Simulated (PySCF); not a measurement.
## Vertical excitation energies

C6H6OP2.
Numbering: `[CH3:1][C:2](=[O:3])[c:4]1[cH:5][p:6][cH:7][cH:8][p:9]1` (hydrogens: H10, H11, H12 on C1; H13 on C5; H14 on C7; H15 on C8)

Computed, not measured: TDDFT CAM-B3LYP/def2-SVPD, vertical, gas phase, core orbitals frozen in the response (PySCF). Geometry: GFN2-xTB, one conformer, isolated molecule. Torsions of this conformer, `[CH3:1][C:2](=[O:3])[c:4]1[cH:5][p:6][cH:7][cH:8][p:9]1`: C1–C2–C4–C5 -1°.

Q: What does the calculation give for the low-lying excited states?

A: 

```json
{"state": "S1", "E (eV)": "3.41", "λ (nm)": "363.8", "ν̃ (cm⁻¹)": "27490", "f": "0.0019", "main configurations (H = HOMO, L = LUMO)": "H-1→L (79%), H-1→L+1 (11%)"}
{"state": "S2", "E (eV)": "3.87", "λ (nm)": "320.4", "ν̃ (cm⁻¹)": "31210", "f": "0.080", "main configurations (H = HOMO, L = LUMO)": "H→L (73%), H→L+1 (18%)"}
{"state": "S3", "E (eV)": "4.29", "λ (nm)": "288.8", "ν̃ (cm⁻¹)": "34630", "f": "0.056", "main configurations (H = HOMO, L = LUMO)": "H→L+1 (42%), H-3→L (21%), H→L (18%)"}
{"state": "S4", "E (eV)": "4.30", "λ (nm)": "288.5", "ν̃ (cm⁻¹)": "34660", "f": "0.017", "main configurations (H = HOMO, L = LUMO)": "H-2→L (29%), H-1→L+1 (26%), H-4→L (14%)"}
{"state": "S5", "E (eV)": "4.56", "λ (nm)": "272.1", "ν̃ (cm⁻¹)": "36750", "f": "0.0079", "main configurations (H = HOMO, L = LUMO)": "H-2→L (60%), H-1→L+1 (28%)"}
{"state": "S6", "E (eV)": "4.91", "λ (nm)": "252.6", "ν̃ (cm⁻¹)": "39590", "f": "0.0015", "main configurations (H = HOMO, L = LUMO)": "H-4→L (55%), H-1→L+1 (22%), H-2→L+1 (13%)"}
{"state": "S7", "E (eV)": "5.08", "λ (nm)": "244.2", "ν̃ (cm⁻¹)": "40960", "f": "0.0062", "main configurations (H = HOMO, L = LUMO)": "H-2→L+1 (75%), H-4→L (12%), H-5→L (9%)"}
{"state": "S8", "E (eV)": "5.24", "λ (nm)": "236.4", "ν̃ (cm⁻¹)": "42300", "f": "0.372", "main configurations (H = HOMO, L = LUMO)": "H-3→L (63%), H→L+1 (26%)"}
```

Triplets, Tamm–Dancoff:

```csv
state,E (eV),λ (nm),"main configurations (H = HOMO, L = LUMO)"
T1,2.27,546.5,H→L (91%)
T2,2.90,427.5,H-1→L (80%)
T3,3.35,369.8,H→L+1 (90%)
```

The lowest singlet comes at 364 nm (329 kJ/mol) in the ultraviolet; it is very weak; its leading configuration is HOMO-1→LUMO (79%). The strongest level in the table is S8 at 5.24 eV (236 nm, f = 0.372). It is the last of those listed, so stronger ones may follow. S3/S4 lie within about 0.01 eV of each other. Löwdin shares by element: HOMO phosphorus 48%, carbon 23% or more (atoms not listed hold the other 29%); LUMO phosphorus 46%, carbon 24% or more (atoms not listed hold the other 30%). Weighted by f, the mean energy of these states is 4.90 eV. Of the 8 states listed, 4 reach f = 0.01 and none stays under 0.0005. The oscillator strengths of these states sum to 0.542; summed over the whole spectrum of an exact calculation they would give the number of electrons, 80 (Thomas–Reiche–Kuhn). No computed singlet lies in the visible range (380 to 750 nm); the lowest, at 364 nm, stands 0.15 eV above its violet end (3.26 eV); a Tamm–Dancoff triplet lies at 546 nm, without intensity as long as spin–orbit coupling is left out. Only the lowest 8 singlets were computed, as vertical energies without vibronic structure.

Time: 39 s of wall time; peak memory 1.1 GiB. Hardware: an Intel Xeon 6975P-C with one thread, no GPU, shared host with 192 logical CPUs at a one-minute load of 55.
